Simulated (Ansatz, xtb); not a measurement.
**Two isomers of C5H5ClOS**

Structure I: `OCc1csc(Cl)c1`, a singlet. Structure II: `S=C1C=C(Cl)CCO1`, a singlet. Both are isolated molecules in the gas phase, relaxed with r2SCAN-D4/def2-SVP; the shapes shown needn't be the lowest conformers.

I (Å):

```
atom    x (Å)    y (Å)    z (Å)
   C   0.1004   1.1941  -0.3910
   C   1.0853   1.2736   0.7470
   C   1.0263   2.2458   1.7208
   C   2.9299   0.7040   2.0409
   C   2.1847   0.3794   0.9323
  Cl   4.3215  -0.1123   2.6305
   O  -1.0753   1.9293  -0.1546
   S   2.3018   2.0903   2.8735
   H  -1.4879   1.5569   0.6372
   H  -0.1072   0.1274  -0.6205
   H   0.5515   1.6228  -1.3031
   H   0.3021   3.0566   1.7992
   H   2.4191  -0.4689   0.2865
```

II (Å):

```yaml
atoms:
  - { symbol: C, position_ang: [0.1680, 2.5483, 0.6073] }
  - { symbol: C, position_ang: [0.6207, 1.3738, -0.1355] }
  - { symbol: C, position_ang: [0.2421, 0.1332, 0.2468] }
  - { symbol: C, position_ang: [-0.5425, -0.0813, 1.4998] }
  - { symbol: C, position_ang: [-0.2436, 1.0722, 2.4399] }
  - { symbol: Cl, position_ang: [0.5912, -1.2588, -0.7178] }
  - { symbol: O, position_ang: [-0.4156, 2.3466, 1.8050] }
  - { symbol: S, position_ang: [0.2750, 4.0680, -0.0052] }
  - { symbol: H, position_ang: [1.1741, 1.5523, -1.0578] }
  - { symbol: H, position_ang: [-1.6209, -0.1445, 1.2608] }
  - { symbol: H, position_ang: [-0.2635, -1.0356, 1.9743] }
  - { symbol: H, position_ang: [0.7975, 1.0031, 2.8043] }
  - { symbol: H, position_ang: [-0.9203, 1.0842, 3.3044] }
```

Quicker runs give these differences E(II) − E(I): GFN2-xTB −7.2 kcal/mol; HF/STO-3G +3.6 kcal/mol (at GFN2-xTB geometries); r2SCAN-D4/def2-SVP//GFN2-xTB −3.3 kcal/mol.

Estimate E(II) − E(I) at the level CCSD(T)/def2-SVP + ΔMP2/def2-TZVPP.

Not settled: CCSD(T)/def2-SVP + ΔMP2/def2-TZVPP gives E(II) − E(I) = +5.3 kcal/mol, but this leans on the basis-set step: CCSD(T) alone gives −0.2 kcal/mol.

How the difference moves with the method:

| level | geometry | E(II) − E(I) (kcal/mol) | departure from the last row (kcal/mol) | job, with rough time for the two |
| --- | --- | --- | --- | --- |
| GFN2-xTB | GFN2-xTB | −7.2 | −12.4 | optimisation, 0.16 s |
| HF/STO-3G | GFN2-xTB | +3.6 | −1.6 | single point, 0.5 s |
| r2SCAN-D4/def2-SVP//GFN2-xTB | GFN2-xTB | −3.3 | −8.6 | single point, 4.1 s |
| r2SCAN-D4/def2-SVP | r2SCAN-D4/def2-SVP | −1.8 | −7.1 | optimisation, 57 s |
| HF/def2-SVP | r2SCAN-D4/def2-SVP | −2.1 | −7.4 | part of the CCSD(T) run |
| MP2/def2-SVP | r2SCAN-D4/def2-SVP | +4.1 | −1.2 | part of the CCSD(T) run |
| CCSD(T)/def2-SVP | r2SCAN-D4/def2-SVP | −0.2 | −5.5 | single point |
| CCSD(T)/def2-SVP + ΔMP2/def2-TZVPP | r2SCAN-D4/def2-SVP | +5.3 |  | single point, 84 s |

As drawn, II has 1 C=S, 2 C–C, 1 C=C, 1 C–O, 1 C–H in place of 3 C∷C, 2 C∷S, 1 O–H (∷ is an aromatic bond). Structure I has a 5-membered ring (with an aromatic ring), II a 6-membered ring.

GFN2-xTB, r2SCAN-D4/def2-SVP//GFN2-xTB, r2SCAN-D4/def2-SVP, HF/def2-SVP put the two in the other order. CCSD(T)/def2-SVP finds them nearly level. The largest departure from CCSD(T)/def2-SVP + ΔMP2/def2-TZVPP is that of GFN2-xTB, 12.4 kcal/mol. The last row adds to CCSD(T) the change of the MP2 difference between the two basis sets, here +5.5 kcal/mol, a large step that makes the value less sure.

With thermal terms from frequencies at re-optimised GFN2-xTB minima (ideal gas, soft modes damped towards free rotors, one conformer each, 298.15 K, 1 atm): the zero-point term adds +1.1 kcal/mol; ΔH is +6.0 and ΔG +6.7 kcal/mol.

The correlated steps freeze 16 core orbitals. Codes used: Ansatz 0.2.0, xtb 6.7.1; the last row on 4 threads of Arm Neoverse V1 on a shared host.
